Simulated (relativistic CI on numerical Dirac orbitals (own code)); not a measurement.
# Radial parameters of Pm11+

Computed by Dirac-Coulomb-Breit CI, KLI orbitals optimised for each configuration, QED by a radiative potential, unscaled Slater integrals (own radial code, finite nucleus).

Slater integrals F^k, G^k are unscaled and averaged over j, outside the closed core [Kr] 4d10; ζ comes from projecting the Hamiltonian with its Breit term on Σ l·s of the shell.

- 4f²5s²: F^2(4f,4f) = 131910, F^4(4f,4f) = 84187, F^6(4f,4f) = 60992, ζ(4f) = 1273.5 cm⁻¹; <r>(4f) = 0.7562, <r^2>(4f) = 0.6799 (bohr units).
- 4f5s²5p: ζ(4f) = 1377.9, F^2(4f,5p) = 64006, G^2(4f,5p) = 26154, G^4(4f,5p) = 22388, ζ(5p) = 32360 cm⁻¹; <r>(4f) = 0.7382, <r^2>(4f) = 0.6459, <r>(5p) = 1.323, <r^2>(5p) = 1.952 (bohr units).
- 4f²5s5p: F^2(4f,4f) = 132340, F^4(4f,4f) = 84484, F^6(4f,4f) = 61215, ζ(4f) = 1297, G^3(4f,5s) = 30704, F^2(4f,5p) = 63889, G^2(4f,5p) = 26909, G^4(4f,5p) = 22847, G^1(5s,5p) = 104310, ζ(5p) = 31063 cm⁻¹; <r>(4f) = 0.7542, <r^2>(4f) = 0.676, <r>(5s) = 1.234, <r^2>(5s) = 1.694, <r>(5p) = 1.335, <r^2>(5p) = 1.988 (bohr units).

Averages of the first 10 configurations, taken without configuration mixing, which lowers the lowest level and can move excited configurations by several eV; other configurations of the list can lie among them:

```csv
Configuration,Parity,States,Average energy above the lowest level (eV)
4f²5s²,even,91,3.4
4f5s²5p,even,84,12.9
4f²5s5p,odd,1092,27.2
4f⁴,even,1001,42.1
4f³5s,odd,728,20.6
4f5s5p²,odd,420,38.6
4f³5p,even,2184,46.2
4f²5s5d,even,1820,65.6
5s²5p5d,odd,60,68.2
4f5s²5d,odd,140,53.2
```
